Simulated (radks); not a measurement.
The antimony anion Sb3-, [Xe], held by a Watson sphere: a shell of charge +3 at radius R that stands for the Madelung well of a crystal (potential energy -3/R inside, -3/r outside, in hartree with lengths in bohr). All-electron calculation, scalar-relativistic Kohn-Sham, LDA (Slater exchange, Perdew-Wang correlation), spin-polarised, spherical densities, point nucleus. Program: a radial shooting solver on a logarithmic mesh with Libxc functionals. Response by self-consistent Sternheimer equations with the Hartree and adiabatic LDA kernel, the relativistic mass of each level held fixed and spin-orbit coupling left out. The sphere does not respond.

R (bohr) = 3.49: e(4d) (eV) -31.349; e(5s) (eV) -12.638; e(5p) (eV) -5.641; <r> 5p (bohr) 3.145; sum of <r^2> (bohr^2) 102.6; X-ray form factor at sin(theta)/lambda = 0.3 1/angstrom 35.356; alpha (bohr^3) 88.24
R (bohr) = 3.51: e(4d) (eV) -31.327; e(5s) (eV) -12.597; e(5p) (eV) -5.610; <r> 5p (bohr) 3.153; sum of <r^2> (bohr^2) 103.0; X-ray form factor at sin(theta)/lambda = 0.3 1/angstrom 35.358; alpha (bohr^3) 89.35
R (bohr) = 3.69: e(4d) (eV) -31.139; e(5s) (eV) -12.246; e(5p) (eV) -5.340; <r> 5p (bohr) 3.223; sum of <r^2> (bohr^2) 106.4; X-ray form factor at sin(theta)/lambda = 0.3 1/angstrom 35.378; alpha (bohr^3) 99.97
R (bohr) = 4.18: e(4d) (eV) -30.727; e(5s) (eV) -11.443; e(5p) (eV) -4.663; <r> 5p (bohr) 3.409; sum of <r^2> (bohr^2) 116.0; X-ray form factor at sin(theta)/lambda = 0.3 1/angstrom 35.412; alpha (bohr^3) 135.5
R (bohr) = 4.39: e(4d) (eV) -30.581; e(5s) (eV) -11.159; e(5p) (eV) -4.401; <r> 5p (bohr) 3.488; sum of <r^2> (bohr^2) 120.2; X-ray form factor at sin(theta)/lambda = 0.3 1/angstrom 35.419; alpha (bohr^3) 154.1
R (bohr) = 4.7: e(4d) (eV) -30.393; e(5s) (eV) -10.794; e(5p) (eV) -4.046; <r> 5p (bohr) 3.601; sum of <r^2> (bohr^2) 126.6; X-ray form factor at sin(theta)/lambda = 0.3 1/angstrom 35.426; alpha (bohr^3) 185.9
